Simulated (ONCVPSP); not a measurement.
## What one change does to a pseudopotential (Zr (Z = 40), ONCV)

ONCVPSP 4.0.1 input, shortened (lines: element, Z, core and valence counts, functional; n l f; lmax; l rc ep ncon nbas qcut; lloc lpopt rc5 dvloc0; l nproj debl; icmod fcfact rcfact), PBE, scalar-relativistic:

```
  Zr 40.00    6    5        4      upf
    1    0    2.00
    2    0    2.00
    2    1    6.00
    3    0    2.00
    3    1    6.00
    3    2   10.00
    4    0    2.00
    4    1    6.00
    4    2    2.00
    5    0    1.00
    5    1    1.00
    2
    0    2.05    0.00    4    7    5.80
    1    2.55    0.00    4    7    4.30
    2    1.85    0.00    5    9    5.20
    4    5    1.60    2.00
    0    2    1.70
    1    3    0.80
    2    1    3.60
    3    5.75    1.75
```

Change: reference 4s2 4p6 4d2 5s0.5; wave 4p+5p: rc 2.55 bohr, ncon 4, nbas 7, qcut 4.3 1/bohr, 3 projectors, debl 0.8 Ha becomes 4p: rc 2.55 bohr, ncon 4, nbas 7, qcut 4.3 1/bohr, 3 projectors, debl 0.8 Ha. In the p channel the program set the typed energies aside and used -1.577, 0.050, 0.850 Ha.

Cutoffs: the cutoffs (Ha) at which the residual kinetic energy of the hardest occupied pseudo-wave falls to 1 and 0.1 mHa per electron; they do not see the model core or the augmentation charge, which bear on the density cutoff. Errors are all-electron minus pseudo energies relative to the spin-unpolarised reference configuration.

Task: What does the change do?

Result: The potential gets neither clearly harder nor softer (14 Ha and 63 Ha → 15 Ha and 66 Ha); neither file shows a bound ghost.

```csv
quantity,base,changed
"cutoff, loose",14 Ha,15 Ha
"cutoff, tight",63 Ha,66 Ha
loose cutoff by channel,"s 11 Ha, p 8.3 Ha, d 14 Ha","s 11 Ha, p 8.3 Ha, d 15 Ha"
bound ghosts,none,none
GHOST(+) flags under 300 eV,none,none
"largest error over its own tests, meV",-8.7,-4.4
s: phases at 2.08 bohr within 0.05 rad from the reference energy up to (Ha; the scan ends near 5),0.6,0.3
p: phases at 2.58 bohr within 0.05 rad from the reference energy up to (Ha; the scan ends near 5),4.0,3.8
d: phases at 1.88 bohr within 0.05 rad from the reference energy up to (Ha; the scan ends near 5),3.0,2.7
"rms error of d²Exc/dni dnj with the model core, mHa",4.04,5.08
```
